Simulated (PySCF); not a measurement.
Isomers of C4H8Se. Computed with PBE0-D3(BJ)/def2-SVP geometry optimisation, gas phase (PySCF). Energies are electronic, without zero-point or thermal terms, for one conformer each. No frequencies were run at this level. Point groups hold within 0.08 Å.

Question: Order them by energy at this level, lowest first, and give relative energies in kJ/mol.
A. `[CH2:1]=[CH:2][CH2:3][Se:4][CH3:5]` with C1–C2–C3–Se4 -111°, C2–C3–Se4–C5 65°
B. `[CH2:1]=[CH:2][Se:3][CH2:4][CH3:5]` with C1–C2–Se3–C4 -4°, C2–Se3–C4–C5 -77°

Answer: A (0.0), B (2.8).

Neighbours under 10 kJ/mol apart (C=CC[Se]C and C=C[Se]CC) can change places with a better method, another conformer or zero-point energy.

```
   SMILES       E (Eh)  E rel (kJ/mol)  dipole (D)  point group     A, B, C (MHz)
C=CC[Se]C  -2557.88897             0.0        1.19           C1  6027, 1904, 1571
C=C[Se]CC  -2557.88791             2.8        1.15           C1  3548, 2991, 1784
```

Q: As an exercise, what shares would exp(−E/RT) give at 1000 K from these electronic energies alone (no entropy, no degeneracies)?

A: RT = 8.314 kJ/mol: C=CC[Se]C 58.3 %, C=C[Se]CC 41.7 %.
